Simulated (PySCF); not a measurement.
## C₆ coefficients of unlike pairs at PW91

Calculated with PySCF 2.14 from the dipole response of each species, C₆(A,B) = (3/π) ∫ α_A(iu) α_B(iu) du, in atomic units, from isotropic polarisabilities. For ions this is the dispersion term alone; charge-induced terms of lower order in 1/R come first.

| species | configuration | basis | relativity | α (bohr³) | C₆ (like pair) |
| --- | --- | --- | --- | --- | --- |
| Fe | [Ar] 3d6 4s2 (5D) | aug-cc-pVTZ with one added diffuse shell each of s, p, d, f, g type (9s8p6d4f3g) | none | 63.05 | 566.1 |
| I⁺ | [Kr] 4d10 5s2 5p4 (3P) | aug-cc-pVTZ-PP with one added diffuse shell each of d, f type with ECP28MDF (6s5p5d3f) | core potential | 20.63 | 174.5 |
| C⁺ | [He] 2s2 2p1 (2P) | def2-QZVPPD (8s4p4d2f1g) | none | 6.094 | 14.61 |

Q: Estimate C₆ for C⁺ with Fe.

A: The integral gives 82.60. The combination rule 2 C_A C_B / (C_A α_B/α_A + C_B α_A/α_B) gives 80.35 and the geometric mean 90.93.

No spin-orbit coupling is included.

The other pairs:

```json
{"pair": "C⁺, I⁺", "C₆": "50.47"}
{"pair": "I⁺, Fe", "C₆": "283.9"}
```
